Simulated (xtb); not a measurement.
GaP (SMILES [P]=[Ga]), triplet, from a rough starting geometry (GFN-xTB shapes and energies of metal compounds can be far from the true ones); GFN2-xTB run with xtb 6.7.1.

xtb was given this input:
```
$ xtb mol.xyz --gfn 2 --uhf 2 --opt vtight --json

# file mol.xyz
2

Ga     0.00893698    -0.05572307    -1.14031240
P     -0.05449193     0.03975210     1.15101023
```

Task: Write the output that xtb gives for this input, abridged.

Result: 
```
   ID    Z sym.   atoms
    1   31 Ga     1
    2   15 P      2

           -------------------------------------------------
          |                Calculation Setup                |
           -------------------------------------------------

           -------------------------------------------------
          |                 G F N 2 - x T B                 |
           -------------------------------------------------

          ...................................................
          :                      SETUP                      :
          :.................................................:
          :  # basis functions                  20          :
          :  # atomic orbitals                  18          :
          :  # shells                            6          :
          :  # electrons                         8          :
          :  max. iterations                   250          :
          :  Hamiltonian                  GFN2-xTB          :
          :  restarted?                      false          :
          :  GBSA solvation                  false          :
          :  PC potential                    false          :
          :  electronic temp.          300.0000000     K    :
          :  accuracy                    1.0000000          :
          :  -> integral cutoff          0.2500000E+02      :
          :  -> integral neglect         0.1000000E-07      :
          :  -> SCF convergence          0.1000000E-05 Eh   :
          :  -> wf. convergence          0.1000000E-03 e    :
          :  Broyden damping             0.4000000          :
          :  net charge                          0          :
          :  unpaired electrons                  2          :
          ...................................................

 iter      E             dE          RMSdq      gap      omega  full diag
   1     -3.6281468 -0.362815E+01  0.298E+01    3.96       0.0  T
   2     -3.6334895 -0.534275E-02  0.210E+01    3.54       1.0  T
   3     -3.6272540  0.623550E-02  0.847E+00    3.04       1.0  T
   4     -3.6332480 -0.599400E-02  0.310E+00    3.21       1.0  T
   5     -3.6341831 -0.935087E-03  0.385E-01    3.39       1.0  T
   6     -3.6342014 -0.182600E-04  0.216E-01    3.36       1.0  T
   7     -3.6342018 -0.447853E-06  0.186E-01    3.38       1.0  T
   8     -3.6342025 -0.717264E-06  0.134E-01    3.37       1.0  T
   9     -3.6342028 -0.230055E-06  0.581E-02    3.37       1.2  T
  10     -3.6342028  0.578052E-08  0.442E-02    3.37       1.6  T
  11     -3.6342028 -0.286684E-07  0.148E-02    3.37       4.8  T
  12     -3.6342028 -0.535621E-08  0.199E-03    3.37      35.5  T
  13     -3.6342028 -0.111405E-09  0.838E-04    3.37      84.3  T
  14     -3.6342028 -0.187641E-10  0.507E-05    3.37    1394.6  T

   *** convergence criteria satisfied after 14 iterations ***

 transition dipole moment (au) for excitation:           4           5
     X       Y       Z
  -0.0024  -0.0011  -0.0000  total (au/Debye):    0.003   0.007
 dE (eV)             :    0.108
 oscillator strength :  0.26165E-07

         :::::::::::::::::::::::::::::::::::::::::::::::::::::
         ::                     SUMMARY                     ::
         :::::::::::::::::::::::::::::::::::::::::::::::::::::
         :: total energy              -3.629093307037 Eh    ::
         :: gradient norm              0.001039098245 Eh/a0 ::
         :: HOMO-LUMO gap              3.370207448458 eV    ::
         ::.................................................::
         :: SCC energy                -3.634202788913 Eh    ::
         :: -> isotropic ES            0.007877974365 Eh    ::
         :: -> anisotropic ES          0.005875274730 Eh    ::
         :: -> anisotropic XC          0.001276424802 Eh    ::
         :: -> dispersion             -0.001009776320 Eh    ::
         :: repulsion energy           0.005109481876 Eh    ::
         :: add. restraining           0.000000000000 Eh    ::
         :: total charge              -0.000000000002 e     ::
         :::::::::::::::::::::::::::::::::::::::::::::::::::::

      -----------------------------------------------------------
     |                   =====================                   |
     |                        A N C O P T                        |
     |                   =====================                   |
     |               Approximate Normal Coordinate               |
     |                Rational Function Optimizer                |
      -----------------------------------------------------------
      -----------------------------------------------------------
     |                   =====================                   |
     |                        A N C O P T                        |
     |                   =====================                   |
     |               Approximate Normal Coordinate               |
     |                Rational Function Optimizer                |
      -----------------------------------------------------------

          ...................................................
          :                      SETUP                      :
          :.................................................:
          :   optimization level         verytight          :
          :   max. optcycles                   200          :
          :   ANC micro-cycles                  20          :
          :   degrees of freedom                 1          :
          :.................................................:
          :   RF solver                   davidson          :
          :   write xtbopt.log                true          :
          :   linear (good luck)              true          :
          :   energy convergence         0.1000000E-06 Eh   :
          :   grad. convergence          0.2000000E-03 Eh/α :
          :   maxmium RF displ.          1.0000000          :
          :   Hlow (freq-cutoff)         0.1000000E-01      :
[...]
 * total energy  :    -3.6290933 Eh     change       -0.2415845E-12 Eh
 * total energy  :    -3.6290892 Eh     change        0.4093646E-05 Eh
 * total energy  :    -3.6290963 Eh     change       -0.7122092E-05 Eh
 * total energy  :    -3.6290963 Eh     change       -0.4265879E-08 Eh
   *** GEOMETRY OPTIMIZATION CONVERGED AFTER 4 ITERATIONS ***
[...]
          :  restarted?                      false          :
          :  GBSA solvation                  false          :
          :  PC potential                    false          :
          :  electronic temp.          300.0000000     K    :
          :  accuracy                    1.0000000          :
          :  -> integral cutoff          0.2500000E+02      :
          :  -> integral neglect         0.1000000E-07      :
          :  -> SCF convergence          0.1000000E-05 Eh   :
          :  -> wf. convergence          0.1000000E-03 e    :
          :  Broyden damping             0.4000000          :
          :  net charge                          0          :
          :  unpaired electrons                  2          :
          ...................................................

 iter      E             dE          RMSdq      gap      omega  full diag
   1     -3.6343656 -0.363437E+01  0.205E-04    3.38       0.0  T
   2     -3.6343656 -0.519584E-13  0.132E-04    3.38     534.8  T
   3     -3.6343656 -0.217604E-13  0.239E-05    3.38    2958.8  T

   *** convergence criteria satisfied after 3 iterations ***

 transition dipole moment (au) for excitation:           4           5
     X       Y       Z
   0.0022   0.0014   0.0000  total (au/Debye):    0.003   0.007
 dE (eV)             :    0.115
 oscillator strength :  0.26408E-07

         :::::::::::::::::::::::::::::::::::::::::::::::::::::
         ::                     SUMMARY                     ::
         :::::::::::::::::::::::::::::::::::::::::::::::::::::
         :: total energy              -3.629096339751 Eh    ::
         :: gradient norm              0.000001450500 Eh/a0 ::
         :: HOMO-LUMO gap              3.375934789482 eV    ::
         ::.................................................::
         :: SCC energy                -3.634365610437 Eh    ::
         :: -> isotropic ES            0.007819952817 Eh    ::
         :: -> anisotropic ES          0.005850880761 Eh    ::
         :: -> anisotropic XC          0.001289218704 Eh    ::
         :: -> dispersion             -0.001009722703 Eh    ::
         :: repulsion energy           0.005269270686 Eh    ::
         :: add. restraining           0.000000000000 Eh    ::
         :: total charge              -0.000000000000 e     ::
         :::::::::::::::::::::::::::::::::::::::::::::::::::::

           -------------------------------------------------
          |                Property Printout                |
           -------------------------------------------------

    * Orbital Energies and Occupations

         #    Occupation            Energy/Eh            Energy/eV
      -------------------------------------------------------------
         1        2.0000           -0.6033989             -16.4193
         2        2.0000           -0.4905654             -13.3490
         3        1.4943           -0.3212101              -8.7406
         4        1.4943           -0.3212101              -8.7406
         5        1.0114           -0.3169956              -8.6259 (HOMO)
         6                         -0.1929323              -5.2500 (LUMO)
         7                         -0.1929323              -5.2500
         8                         -0.1022001              -2.7810
         9                         -0.0526575              -1.4329
        10                         -0.0526575              -1.4329
        11                          0.0097811               0.2662
        12                          0.0097811               0.2662
        13                          0.0427254               1.1626
        14                          0.0427254               1.1626
        15                          0.0871429               2.3713
        16                          0.1802682               4.9053
       ...                                ...                  ...
        18                          1.1376442              30.9569
      -------------------------------------------------------------
                  HL-Gap            0.1240633 Eh            3.3759 eV
             Fermi-level           -0.2880979 Eh           -7.8395 eV

     #   Z          covCN         q      C6AA      α(0)
     1  31 Ga       0.918     0.266   320.130    45.745
     2  15 P        0.918    -0.266   201.570    26.387

 Mol. C6AA /au·bohr⁶  :       1007.942907
 Mol. C8AA /au·bohr⁸  :      85528.325924
 Mol. α(0) /au        :         72.131582

Wiberg/Mayer (AO) data.
largest (>0.10) Wiberg bond orders for each atom

 ---------------------------------------------------------------------------
     #   Z sym  total        # sym  WBO       # sym  WBO       # sym  WBO
 ---------------------------------------------------------------------------
     1  31 Ga   1.373 --     2 P    1.373
     2  15 P    1.373 --     1 Ga   1.373
 ---------------------------------------------------------------------------

Topologies differ in total number of bonds
Writing topology from bond orders to xtbtopo.mol

molecular dipole:
                 x           y           z       tot (Debye)
 q only:        0.032      -0.048      -1.148
   full:        0.056      -0.084      -2.027       5.159
molecular quadrupole (traceless):
                xx          xy          yy          xz          yz          zz
 q only:        0.008       0.002       0.014       0.075       0.025      -0.023
  q+dip:       -1.068       0.000      -1.054       0.042       0.180       2.122
   full:        0.659       0.006       0.668       0.185      -0.036      -1.327

optimized geometry written to: xtbopt.xyz

           -------------------------------------------------
          | TOTAL ENERGY               -3.629096339751 Eh   |
          | GRADIENT NORM               0.000001450500 Eh/α |
          | HOMO-LUMO GAP               3.375934789482 eV   |
           -------------------------------------------------

normal termination of xtb
```
